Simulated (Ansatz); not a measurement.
Consider the formal exchange of groups at the Si–C bond: `[SiH3]C[S][GaH2]` + `CC[SiH2]N` → `CC[SiH](N)[SiH3]` + `C[S][GaH2]`.

Isolated molecules relaxed with PBE0-D4/def2-TZVP in Ansatz; ΔE leaves out vibrations. CBS: MP2 limit from def2 TZ/QZ plus the TZ coupled-cluster correction, frozen cores. DFT in def2-TZVPP. B3LYP here is the variant with VWN-RPA as its local correlation; programs differ in this. For Ga outer-core shells are correlated without core-valence functions, which leaves a few kJ/mol of doubt a bond. Scalar relativity is left out up to krypton. One conformer a species, not always the lowest.

`[SiH3]C[S][GaH2]`:

Z-matrix (Å, degrees):
```
Si
C 1 1.878
H 1 1.484 2 109.6
H 1 1.490 2 111.1 3 -120.9
H 1 1.488 2 108.6 3 119.2
S 2 1.826 1 109.7 3 -57.8
H 2 1.092 1 110.8 3 59.6
H 2 1.091 1 111.5 3 179.1
Ga 6 2.191 2 102.8 1 -80.8
H 9 1.558 6 115.9 2 176.6
H 9 1.563 6 116.9 2 -5.1
```

`CC[SiH2]N`:

Z-matrix (Å, degrees):
```
C
C 1 1.526
H 1 1.093 2 111.4
H 1 1.093 2 111.7 3 120.1
H 1 1.093 2 111.5 3 -119.7
Si 2 1.871 1 113.2 3 60.7
H 2 1.095 1 110.9 3 -61.0
H 2 1.097 1 110.2 3 -178.0
N 6 1.724 2 110.3 1 178.7
H 6 1.498 2 107.4 1 53.0
H 6 1.490 2 111.3 1 -63.8
H 9 1.008 6 120.0 2 -61.1
H 9 1.007 6 119.1 2 157.3
```

`CC[SiH](N)[SiH3]`:

Z-matrix (Å, degrees):
```
C
C 1 1.527
H 1 1.094 2 111.5
H 1 1.093 2 111.6 3 -120.2
H 1 1.093 2 111.4 3 120.3
Si 2 1.876 1 113.4 3 -57.6
H 2 1.096 1 110.2 3 63.2
H 2 1.095 1 110.3 3 -179.6
Si 6 2.344 2 112.0 1 -176.3
N 6 1.729 2 109.1 1 -57.7
H 6 1.501 2 106.8 1 65.9
H 9 1.490 6 111.4 2 51.3
H 9 1.491 6 110.9 2 171.3
H 9 1.490 6 110.6 2 -69.0
H 10 1.008 6 119.1 2 -163.8
H 10 1.009 6 119.2 2 56.9
```

`C[S][GaH2]`:

Z-matrix (Å, degrees):
```
C
S 1 1.818
H 1 1.089 2 111.5
H 1 1.090 2 108.9 3 120.6
H 1 1.090 2 108.9 3 -120.6
Ga 2 2.184 1 103.3 3 -0.1
H 6 1.565 2 116.4 1 0.0
H 6 1.559 2 116.6 1 -180.0
```

```tsv
level	ΔE (kJ/mol)
B97M-V	-7.6
B3LYP-D4	-2.8
r2SCAN0-D4	-3.9
ωB97M-V	4.0
PBE-QIDH	-1.6
LC-ωPBE	-4.7
SCS-MP2/def2-QZVPP	7.7
MP2/CBS(def2)	7.9
```

**Question.** What does CCSD(T)/CBS give? (Best estimate.)

**Answer.** Computed: +0.9 kJ/mol. The listed levels differ from it by -8.5, -3.7, -4.8, 3.1, -2.5, -5.6, 6.8, 7.0 kJ/mol.

Largest T1 diagnostic among the species: 0.013.

From BLYP to BHLYP (50 % exact exchange), in def2-TZVPP and without D4, ΔE moves by +7.8 kJ/mol. Leaving LDA and LC-ωPBE aside and taking each functional with its dispersion term where it has one, the values, not all of them listed here, spread over 17.1 kJ/mol, from PBE-D4 to ωB97M-V. LDA lies +4.8 kJ/mol from PBE without D4.
